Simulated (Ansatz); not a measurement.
`F[SiH2]N[SiH2]` radical. The species carries charge 0 and has multiplicity 2.

Z-matrix (Å, degrees):
```
Si
N 1 1.712
F 1 1.600 2 112.4
H 1 1.477 2 108.4 3 117.9
H 1 1.480 2 109.2 3 -117.5
Si 2 1.736 1 128.4 3 -87.1
H 2 1.012 1 115.7 3 82.6
H 6 1.490 2 106.6 1 -21.1
H 6 1.494 2 109.5 1 -141.2
```

Q: What are the harmonic wavenumbers in cm⁻¹ at PBE0-D4/def2-TZVP (Ansatz, finite differences of forces, unscaled)? (An estimate is asked.)

A: The calculation gave: 59, 118, 195, 302, 445, 599, 637, 751, 769, 825, 868, 898, 936, 951, 968, 1202, 2162, 2209, 2255, 2274, 3595.

Q: Is this a minimum?

A: Yes, all 21 modes are real.

Q: Give the ideal-gas thermochemistry at 298.15 K and 1 bar (rigid rotor, harmonic oscillator; point group C1, symmetry number 1).

A: Zero-point energy 137.7 kJ/mol; H(298) − E = 157.0 kJ/mol; entropy 340.7 J/(mol·K), of which translation 165.5, rotation 109.9, vibration 59.5, electronic 5.8; G(298) − E = 55.4 kJ/mol. Modes under 100 cm⁻¹ are hindered rotations or soft bends, so the harmonic entropy is rough.

Q: And at 400, 500, 600, 800 and 1000 K?

A: 
| T (K) | H − E (kJ/mol) | S (J/mol/K) | G − E (kJ/mol) |
| --- | --- | --- | --- |
| 400 | 168.0 | 372.3 | 19.1 |
| 500 | 180.5 | 400.1 | -19.5 |
| 600 | 194.3 | 425.2 | -60.8 |
| 800 | 224.7 | 468.8 | -150.3 |
| 1000 | 257.9 | 505.8 | -247.9 |

Q: Rotational constants (cm⁻¹)?

A: 0.4084, 0.06942, 0.06544.
